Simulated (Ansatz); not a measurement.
The cluster Sn6Te12. Charge 0, multiplicity 1. Geometry PBE-D4/def2-SVP, loosely relaxed, basis def2-SVP, Ansatz.

```xyz
18

Sn   -4.459   -2.719   -4.026
Sn   -3.840   -0.726   -0.978
Sn    3.889    0.705    1.863
Sn    8.501    0.730    1.513
Sn   -1.723    2.807    1.451
Sn    0.070   -0.119    2.753
Te    2.706   -0.091    4.451
Te    6.473    0.080    3.462
Te    8.238   -1.918    2.065
Te   -2.091   -1.787   -6.222
Te    0.983    1.857    0.850
Te   -2.090   -1.127   -3.203
Te   -6.311   -1.365   -1.916
Te   -3.067    0.154    1.726
Te   -3.796    0.091   -7.089
Te   -1.956    1.595    4.136
Te    4.229    2.255    4.310
Te   -5.757   -0.421   -5.145
```

```json
{"run": "A", "HOMO (eV)": "-5.77", "LUMO (eV)": "-4.28"}
{"run": "B", "HOMO (eV)": "-5.09", "LUMO (eV)": "-4.52"}
{"run": "C", "HOMO (eV)": "-5.62", "LUMO (eV)": "-4.17"}
{"run": "D", "HOMO (eV)": "-4.85", "LUMO (eV)": "-4.35"}
```

In the def2 sets Sn, Te take a core potential; there is no spin–orbit coupling. Single mean-field runs in def2-SVP are fitted with def2-universal-jkfit. Another isomer (singlet) lies 1.79 eV lower at PBE0-D4/def2-SVP; other spin states weren't run for this one.

**Question.** The runs used PBE, PBE0, r2SCAN, r2SCAN0. Estimate which is which.

**Answer.** A r2SCAN0 (25 % exact exchange); B r2SCAN (0 % exact exchange); C PBE0 (25 % exact exchange); D PBE (0 % exact exchange). Exact exchange lowers occupied and raises empty levels; among semilocal functionals meta-GGAs tend to open the gap a little, and such runs are hard to tell apart. The gap grows from 0.50 eV (PBE) to 1.50 eV (r2SCAN0). The restricted singlet is unstable towards broken spin symmetry in Hartree–Fock (as tested in another run); at r2SCAN0-D4/def2-SVP, r2SCAN-D4/def2-SVP, PBE0-D4/def2-SVP this wasn't settled. The geometry of the charge 0 singlet is only loosely relaxed.
